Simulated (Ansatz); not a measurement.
Reactions of C₂H₈BNSi (`C=NBC[SiH3]`).

Computed with Ansatz on PBE0-D4/def2-TZVP structures; ΔE is electronic, products minus reactants. CCSD(T)/CBS is the MP2 limit (def2-TZVPP, def2-QZVPP) plus CCSD(T) − MP2 in def2-TZVPP, frozen cores. This one scheme is used for every species. Functionals use def2-TZVPP. For Ga, Se outer-core shells are correlated without core-valence functions, which leaves a few kJ/mol of doubt a bond. Scalar relativity is left out up to krypton. Each species was taken in one conformer, which may not be the lowest.

| reaction | revPBE-D4 (eV) | ωB97X-V (eV) | PBE0-D4 (eV) | CCSD(T)/CBS(def2) (eV) |
| --- | --- | --- | --- | --- |
| `C=NBC[SiH3]` + `FBN[SiH3]` → `FBN([SiH3])[SiH3]` + `C=NBC` | -0.34 | -0.40 | -0.36 | -0.42 |
| `C=NBC[SiH3]` + `C[SiH2]F` → `F[SiH2]CC[SiH3]` + `BN=C` | 0.71 | 0.73 | 0.75 | 0.75 |
| `C=NBC[SiH3]` + acetylene → `C#CBN=C` + `C[SiH3]` | -0.41 | -0.38 | -0.40 | -0.37 |
| `C=NBC[SiH3]` + `NC[SeH]` → `NC[Se][SiH3]` + `C=NBC` | -0.69 | -0.65 | -0.69 | -0.67 |
| `C=NBC[SiH3]` + CH₃NH₂ → `CN[SiH3]` + `C=NBC` | -0.34 | -0.41 | -0.36 | -0.39 |
| `C=NBC[SiH3]` + `OCS` → `[SiH3]OCS` + `C=NBC` | -0.74 | -0.85 | -0.77 | -0.84 |
| `C=NBC[SiH3]` + `[NH2][GaH][OH]` → `[NH2][GaH][O][SiH3]` + `C=NBC` | -0.87 | -1.03 | -0.95 | -1.02 |
| `C=NBC[SiH3]` + BH₃ → `BBC[SiH3]` + `C=N` | 1.12 | 1.09 | 1.12 | 1.11 |
| `C=NBC[SiH3]` + SiH₄ → `C=NB[SiH3]` + `C[SiH3]` | 0.04 | 0.14 | 0.07 | 0.14 |
| `C=NBC[SiH3]` + `[OH][AlH2]` → `[AlH2][O]C[SiH3]` + `BN=C` | 1.21 | 1.21 | 1.27 | 1.31 |

Largest T1 diagnostic: 0.017, for `C=NB[SiH3]`.
